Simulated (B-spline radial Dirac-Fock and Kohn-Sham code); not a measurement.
In³⁺ 3d3/2: cross section and angular parameters

System: indium as In³⁺, configuration 1s2 2s2 2p6 3s2 3p6 3d10 4s2 4p6 4d10; threshold 491.8 eV (orbital energy of the model). Model: Dirac-Hartree-Slater photoionisation with a Latter tail; cross sections with all multipoles, angular parameters from the dipole term and its interference with E2. Program: an atomic code on a B-spline grid.

```csv
hν (eV),σ (kb),β,γ,δ
985,384,1.074,-0.001,0.032
1253.6,203,1.189,0.106,0.044
1660,91.4,1.239,0.273,0.059
2000,52.4,1.237,0.400,0.070
2340,32.2,1.218,0.513,0.080
2870,16.8,1.176,0.665,0.097
3610,7.86,1.111,0.838,0.121
4000,5.55,1.077,0.915,0.134
4140,4.93,1.065,0.941,0.138
5900,1.42,0.933,1.200,0.196
6410,1.05,0.900,1.258,0.213
7140,0.706,0.857,1.330,0.237
7830,0.501,0.820,1.389,0.259
9110,0.283,0.759,1.480,0.300
9430,0.248,0.745,1.500,0.310
9470,?,?,?,?
10000,0.198,0.722,1.533,0.327
11100,0.133,0.680,1.589,0.361
12000,0.0979,0.650,1.629,0.387
```

**Question.** Give the values at 9470 eV.

**Answer.** σ = 0.244 kb, β = 0.743, γ = 1.502, δ = 0.311.

Values without a named source are computed, but for edge energies of neutral atoms, which are taken from tables.
